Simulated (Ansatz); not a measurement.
Born–Oppenheimer molecular dynamics of CH₆BNO (10 atoms, charge 0, multiplicity 1). It goes on from the last frame of an earlier run, with new velocities.

Method: Ansatz, RKS PBE0-D4/6-31G*.

* ensemble: NVE (Milne-controlled integrator)
* time step: 1 fs
* steps asked: 150
* starting velocities drawn for: 200 K
* masses: H 10 u
* seed: 895188

First frame:

```xyz
10
Properties=species:S:1:pos:R:3
B 0.022 -0.070 0.059
C -0.072 -0.062 1.655
H -1.084 -0.095 2.033
H 0.527 -0.901 2.006
H 0.353 0.817 2.100
O 1.246 -0.103 -0.498
H 1.183 -0.086 -1.477
N -1.141 -0.145 -0.743
H -2.060 -0.273 -0.272
H -1.382 0.043 -1.727
```

Problem. How far do the bonds stretch over the last three quarters of this one trajectory? (Pairs bonded in most of those frames.)

Solution. 
| bond | mean (Å) | spread (Å) | shortest | longest |
| --- | --- | --- | --- | --- |
| B1–C2 | 1.579 | 0.020 | 1.54 | 1.61 |
| B1–O6 | 1.382 | 0.026 | 1.33 | 1.43 |
| B1–N8 | 1.416 | 0.021 | 1.38 | 1.47 |
| C2–H3 | 1.098 | 0.028 | 1.04 | 1.16 |
| C2–H4 | 1.104 | 0.027 | 1.05 | 1.16 |
| C2–H5 | 1.100 | 0.021 | 1.06 | 1.15 |
| O6–H7 | 0.966 | 0.025 | 0.92 | 1.01 |
| N8–H9 | 1.009 | 0.017 | 0.98 | 1.04 |
| N8–H10 | 1.008 | 0.009 | 0.98 | 1.03 |

Mean temperature of the second half: 209 K. The conserved energy stayed within 0.0079 meV per atom of its start (net change -0.0039 meV per atom), so the integration is sound. A run of 0.15 ps of so small a system gives no equilibrium averages.

Run time: 5.1 min on 1 thread of Arm Neoverse V2 (shared host), peak memory 0.13 GiB.
